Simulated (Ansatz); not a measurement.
# Ligand exchange: InH2I + NaOH → InH2(OH) + NaI

Species: InH2I `[InH2][I]`, singlet; NaOH `[OH][Na]`, singlet; InH2(OH), singlet; NaI (Sodium Iodide), singlet. The partners trade I for OH: In–I and Na–OH bonds give way to In–OH and Na–I.

Shapes, held fixed at every level: PBE0-D4/def2-TZVP. Programs: Ansatz 0.2.0. The zero-point and thermal change to 298 K, harmonic and unscaled (PBE0-D4/def2-TZVP), is +2.5 kJ/mol.

```tsv
level	kind	ΔH(298 K) (kJ/mol)	less CCSD(T)/def2-TZVPP
SPW92/def2-TZVPP	LDA	-63.1	+5.0
PBE-D4/def2-TZVPP	GGA	-63.6	+4.5
PBE0-D4/def2-TZVPP	global hybrid	-66.4	+1.7
r2SCAN0-D4/def2-TZVPP	global hybrid	-68.3	-0.2
wB97M-V/def2-TZVPP	range-separated hybrid	-68.0	+0.1
B2PLYP/def2-TZVPP	double hybrid	-66.4	+1.7
MP2/def2-SVP	perturbation theory	-73.2	-5.1
CCSD(T)/def2-TZVPP	coupled cluster or CI	-68.1	0.0
```

The highest level, CCSD(T)/def2-TZVPP, gives ΔH(298 K) = -68.1 kJ/mol; the levels span -73.2 to -63.1. The column of differences is taken from that level and isn't an error. No measured value is set beside it here. For atoms past krypton def2 sets carry core potentials with scalar relativity. Outer-core shells of I, In, Na are correlated in most correlated rows, in sets that cover them unevenly.
